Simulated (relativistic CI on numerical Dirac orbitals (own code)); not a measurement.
Hg47+: sensitivity of the levels to the model

Base calculation: Dirac-Coulomb-Breit CI, orbitals from a KLI potential per configuration, a model potential for QED, unscaled Slater integrals.

Configurations in the expansion (outside the closed core [Ar] 3d10): 4s2 4p3, 4s 4p4, 4s2 4p2 4d, 4p5, 4s 4p3 4d, 4s2 4p2 4f, 4s 4p3 4f, 4p4 4d, 4s 4p2 4d2, 4s2 4p 4d 4f, 4p4 4f, 4s2 4p 4d2, 4s2 4d3, 4s 4p 4d3, 4s2 4d2 4f, 4s 4p 4d2 4f, 4p3 4d2, 4p2 4d3, 4p2 4d2 4f. Double excitations out of closed p, d and f shells are left out; levels of such configurations are missing from the list, as are those of other unlisted configurations, and high levels can miss mixing partners.

Variants: (1) QED terms removed. Shifts of the energy above 4s2 4p3 2P°_3/2, in eV, for the lowest level and the first level of each name with at least 55 % of one term (blank where a level changes its place among those of its configuration and J or its character, or is not in the variant):

```
            Level     Base    Δ(1)
  4s2 4p3 2P°_3/2    0.000   0.000
  4s2 4p3 2D°_5/2  143.840  -0.116
  4s2 4p3 2P°_1/2  151.906  -0.116
    4s 4p4 4P_5/2  252.520  +1.533
    4s 4p4 2S_1/2  269.228  +1.557
4s2 4p2 4d 4D_1/2  312.725  +0.241
4s2 4p2 4d 2G_9/2  349.465  +0.158
4s2 4p2 4d 2F_7/2  365.377  +0.162
    4s 4p4 4P_3/2  397.958  +1.373
    4s 4p4 2D_5/2  407.337  +1.386
4s2 4p2 4d 4F_9/2  490.299  +0.051
```

At this charge energies of transitions that change n are usually good to better than 1 %, and those within a shell (Δn = 0) to a few per cent.

Ionisation energy from the two ground configurations alone: base 2538.18 eV. The NIST ASD value (theoretical) is 2539 eV.

LS names give the leading component of a level, which can be under half, so a name can repeat, a term be missing and a line seem to break the LS rules.
